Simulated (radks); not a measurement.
Results of a calculation; reference values are marked as such.
Task: S I, configuration [Ne] 3s0.5 3p5.5 (fractional occupations, a model configuration). Level of theory: Dirac Kohn-Sham, PBE, spin-unpolarised, spherical densities, point nucleus; open shells fill j = l - 1/2 first (a radial shooting solver on a logarithmic mesh with Libxc functionals). Some entries of the table are withheld. Estimate them.

| orbital | occ. | eigenvalue (Ry) | r(max) (bohr) | <r^2> (bohr^2) |
|---|---|---|---|---|
| 1s1/2 | 2 | -176.9761 | 0.06329 | 0.01263 |
| 2s1/2 | 2 | -15.71499 | (1) | (2) |
| 2p1/2 | 2 | (3) | 0.3247 | 0.2430 |
| 2p3/2 | 4 | (4) | 0.3265 | 0.2454 |
| 3s1/2 | 0.5 | -1.34123 | 1.403 | 3.262 |
| 3p1/2 | 2 | (5) | 1.580 | 4.865 |
| 3p3/2 | 3.5 | (6) | 1.587 | 4.910 |

Result: 
(1) 2s1/2 r(max) (bohr): 0.3883
(2) 2s1/2 <r^2> (bohr^2): 0.2728
(3) 2p1/2 eigenvalue (Ry): -11.71789
(4) 2p3/2 eigenvalue (Ry): -11.62507
(5) 3p1/2 eigenvalue (Ry): -0.57907
(6) 3p3/2 eigenvalue (Ry): -0.57257
